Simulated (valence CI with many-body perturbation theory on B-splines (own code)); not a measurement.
## Ba⁴¹⁺: electric-dipole lines

Level of theory: configuration interaction combined with many-body perturbation theory (CI+MBPT): five valence electrons over a frozen Dirac-Fock core [Ne], radial functions for each j: 9 s, 9 p, 8 d, 6 f, 3 g, 1 h, with the one-electron correlation potential Σ1, the two-electron term Σ2, the three-electron term Σ3, Breit, model QED; selected CI, second order for the rest (own B-spline code, finite nucleus).

No measured spectrum was set against this ion. As an estimate, large intervals hold to a few tenths of a per cent, small ones and those within an open d or f shell to about a per cent. Among the levels kept, up to 640 cm⁻¹ of a level comes from second order outside the variational space, and about a tenth of that is noise between levels of different J, which matters for small intervals.

Lines 51 to 100 of 211 in falling wavelength, among levels below 401.95 eV, chosen from the strongest by gf and those to the six lowest levels. Wavelengths and rates use the calculated energies. Electric multipoles are in the length gauge, E1 and E2 with the static RPA response of the core. Weak lines are less certain than strong ones. Lines between different terms over intervals too small for the method are left out, as are lines whose strength nearly cancels. The highest levels of a list are the least certain.

Levels are named by their leading jj configuration (3d3/2^4 stands for four electrons in 3d with j = 3/2), which in mixed levels can hold well under half, so a name can repeat and another be missing. Letters in brackets count levels of one name in rising energy.

```csv
λ vac (Å),Upper,Lower,A (s⁻¹),S (a.u.) with core polarisation,S without
109.9,(3s 3p1/2^2 3p3/2 3d3/2) J=5/2 [b],(3s^2 3p1/2 3p3/2 3d5/2) J=5/2 [a],1.48e+09,5.81e-03,5.93e-03
108.7,(3s 3p1/2^2 3p3/2 3d5/2) J=3/2,(3s^2 3p1/2 3p3/2 3d3/2) J=1/2 [b],4.10e+08,1.04e-03,1.06e-03
108.6,(3s 3p1/2^2 3p3/2 3d5/2) J=3/2,(3s^2 3p1/2 3p3/2 3d3/2) J=3/2 [b],3.75e+08,9.48e-04,9.70e-04
108.4,(3s 3p1/2^2 3p3/2 3d3/2) J=7/2,(3s^2 3p1/2 3p3/2 3d3/2) J=5/2 [a],1.22e+09,6.14e-03,6.26e-03
107.6,(3s 3p1/2^2 3p3/2^2) J=1/2,(3s^2 3p1/2 3p3/2^2) J=1/2,1.29e+10,1.58e-02,1.62e-02
107.4,(3s 3p1/2^2 3p3/2 3d5/2) J=5/2,(3s^2 3p1/2 3p3/2 3d5/2) J=5/2 [a],4.32e+09,1.59e-02,1.62e-02
106.9,(3s 3p1/2^2 3p3/2^2) J=3/2,(3s^2 3p1/2 3p3/2^2) J=1/2,1.45e+07,3.49e-05,3.56e-05
105.1,(3s 3p1/2^2 3p3/2 3d5/2) J=3/2,(3s^2 3p1/2 3p3/2 3d3/2) J=5/2 [b],4.52e+09,1.04e-02,1.06e-02
105.0,(3s 3p1/2^2 3p3/2^2) J=5/2,(3s^2 3p1/2 3p3/2^2) J=3/2,5.42e+09,1.86e-02,1.90e-02
103.5,(3s 3p1/2^2 3p3/2 3d5/2) J=5/2,(3s^2 3p1/2 3p3/2 3d5/2) J=3/2 [a],8.56e+09,2.82e-02,2.87e-02
103.4,(3s 3p1/2 3p3/2^3) J=5/2,(3s^2 3p3/2^3) J=3/2,6.40e+09,2.09e-02,2.14e-02
103.0,(3s 3p1/2^2 3p3/2 3d5/2) J=7/2,(3s^2 3p1/2 3p3/2 3d5/2) J=9/2,2.48e+09,1.07e-02,1.09e-02
102.4,(3s 3p1/2^2 3p3/2 3d5/2) J=3/2,(3s^2 3p1/2 3p3/2 3d5/2) J=5/2 [a],7.11e+09,1.51e-02,1.54e-02
99.57,(3s 3p1/2^2 3p3/2 3d5/2) J=7/2,(3s^2 3p1/2 3p3/2 3d5/2) J=5/2 [a],1.72e+08,6.69e-04,6.79e-04
98.96,(3s 3p1/2^2 3p3/2 3d3/2) J=3/2 [b],(3s^2 3p1/2 3p3/2 3d3/2) J=1/2 [a],1.91e+09,3.65e-03,3.72e-03
98.86,(3s 3p1/2^2 3p3/2 3d5/2) J=3/2,(3s^2 3p1/2 3p3/2 3d5/2) J=3/2 [a],4.42e+09,8.43e-03,8.60e-03
98.53,(3s 3p1/2^2 3p3/2 3d3/2) J=3/2 [b],(3s^2 3p1/2 3p3/2 3d3/2) J=3/2 [a],1.54e+09,2.90e-03,2.96e-03
97.97,(3s 3p1/2^2 3p3/2^2) J=3/2,(3s^2 3p1/2 3p3/2^2) J=5/2,1.42e+10,2.63e-02,2.68e-02
97.66,(3s 3p1/2^2 3p3/2 3d3/2) J=3/2 [b],(3s^2 3p1/2 3p3/2 3d3/2) J=5/2 [a],8.30e+09,1.53e-02,1.56e-02
95.80,(3s 3p1/2^2 3p3/2 3d5/2) J=7/2,(3s^2 3p1/2 3p3/2 3d5/2) J=7/2 [a],1.74e+09,6.04e-03,6.16e-03
94.36,(3s 3p1/2^2 3p3/2 3d3/2) J=5/2 [b],(3s^2 3p1/2 3p3/2 3d3/2) J=7/2,1.66e+10,4.12e-02,4.20e-02
93.19,(3s 3p1/2^2 3p3/2 3d3/2) J=5/2 [a],(3s 3p1/2^2 3p3/2^2) J=3/2,2.47e+09,5.93e-03,6.05e-03
92.29,(3s 3p1/2^2 3p3/2^2) J=1/2,(3s^2 3p1/2 3p3/2^2) J=3/2,3.91e+06,3.03e-06,3.04e-06
92.28,(3s 3p1/2 3p3/2^3) J=3/2,(3s^2 3p3/2^3) J=3/2,1.06e+10,1.65e-02,1.68e-02
92.17,(3s 3p1/2^2 3p3/2 3d3/2) J=3/2 [a],(3s 3p1/2^2 3p3/2^2) J=3/2,2.17e+09,3.35e-03,3.41e-03
91.86,(3s 3p1/2 3p3/2^3) J=1/2,(3s^2 3p3/2^3) J=3/2,9.45e+09,7.23e-03,7.38e-03
91.77,(3s 3p1/2^2 3p3/2^2) J=3/2,(3s^2 3p1/2 3p3/2^2) J=3/2,6.08e+09,9.28e-03,9.46e-03
91.68,(3s 3p1/2^2 3p3/2 3d3/2) J=1/2 [a],(3s 3p1/2^2 3p3/2^2) J=3/2,1.66e+09,1.27e-03,1.29e-03
91.65,(3s 3p1/2^2 3p3/2 3d3/2) J=3/2 [a],(3s 3p1/2^2 3p3/2^2) J=1/2,1.62e+09,2.46e-03,2.50e-03
91.16,(3s 3p1/2^2 3p3/2 3d3/2) J=1/2 [a],(3s 3p1/2^2 3p3/2^2) J=1/2,1.42e+09,1.06e-03,1.08e-03
89.50,(3s 3p1/2^2 3p3/2 3d3/2) J=5/2 [b],(3s^2 3p1/2 3p3/2 3d3/2) J=3/2 [a],1.76e+09,3.73e-03,3.80e-03
88.07,(3s^2 3p1/2 3p3/2 3d3/2) J=3/2 [a],(3s^2 3p1/2 3p3/2^2) J=1/2,3.22e+08,4.34e-04,4.41e-04
88.07,(3s 3p1/2^2 3p3/2 3d3/2) J=1/2 [b],(3s^2 3p1/2 3p3/2 3d3/2) J=1/2 [a],2.46e+09,1.66e-03,1.69e-03
87.73,(3s^2 3p1/2 3p3/2 3d3/2) J=1/2 [a],(3s^2 3p1/2 3p3/2^2) J=1/2,2.41e+08,1.60e-04,1.63e-04
87.73,(3s 3p1/2^2 3p3/2 3d3/2) J=1/2 [b],(3s^2 3p1/2 3p3/2 3d3/2) J=3/2 [a],1.51e+10,1.01e-02,1.03e-02
86.66,(3s 3p1/2^2 3p3/2 3d5/2) J=7/2,(3s^2 3p1/2 3p3/2 3d3/2) J=7/2,4.31e+08,1.11e-03,1.13e-03
84.78,(3s 3p1/2^2 3p3/2 3d5/2) J=3/2,(3s^2 3p1/2 3p3/2 3d3/2) J=1/2 [a],5.90e+08,7.10e-04,7.24e-04
84.47,(3s 3p1/2^2 3p3/2 3d5/2) J=3/2,(3s^2 3p1/2 3p3/2 3d3/2) J=3/2 [a],8.44e+08,1.00e-03,1.02e-03
83.82,(3s 3p1/2^2 3p3/2 3d5/2) J=3/2,(3s^2 3p1/2 3p3/2 3d3/2) J=5/2 [a],1.52e+09,1.77e-03,1.80e-03
82.60,(3s 3p1/2^2 3p3/2 3d3/2) J=5/2 [a],(3s 3p1/2^2 3p3/2^2) J=5/2,4.11e+09,6.86e-03,6.98e-03
82.54,(3s^2 3p1/2 3p3/2 3d3/2) J=5/2 [a],(3s^2 3p1/2 3p3/2^2) J=5/2,1.26e+09,2.10e-03,2.14e-03
82.31,(3s 3p1/2^2 3p3/2 3d3/2) J=3/2 [b],(3s 3p1/2^2 3p3/2^2) J=3/2,4.03e+09,4.43e-03,4.52e-03
81.94,(3s 3p1/2^2 3p3/2 3d5/2) J=7/2,(3s^2 3p1/2 3p3/2 3d3/2) J=5/2 [a],2.44e+08,5.30e-04,5.42e-04
81.92,(3s^2 3p1/2 3p3/2 3d3/2) J=3/2 [a],(3s^2 3p1/2 3p3/2^2) J=5/2,2.83e+09,3.07e-03,3.12e-03
81.89,(3s 3p1/2^2 3p3/2 3d3/2) J=3/2 [b],(3s 3p1/2^2 3p3/2^2) J=1/2,9.81e+08,1.06e-03,1.08e-03
81.80,(3s 3p1/2^2 3p3/2 3d3/2) J=3/2 [a],(3s 3p1/2^2 3p3/2^2) J=5/2,5.09e+09,5.50e-03,5.60e-03
79.96,(3s 3p1/2^2 3p3/2 3d3/2) J=7/2,(3s 3p1/2^2 3p3/2^2) J=5/2,1.06e+09,2.14e-03,2.19e-03
78.24,(3s^2 3p1/2 3p3/2 3d3/2) J=7/2,(3s^2 3p1/2 3p3/2^2) J=5/2,3.15e+06,5.96e-06,5.89e-06
78.09,(3s^2 3p1/2 3p3/2 3d3/2) J=5/2 [a],(3s^2 3p1/2 3p3/2^2) J=3/2,7.28e+07,1.03e-04,1.04e-04
77.79,(3s^2 3p1/2^2 3d3/2) J=3/2,(3s^2 3p1/2^2 3p3/2) J=3/2,2.72e+09,2.52e-03,2.57e-03
```
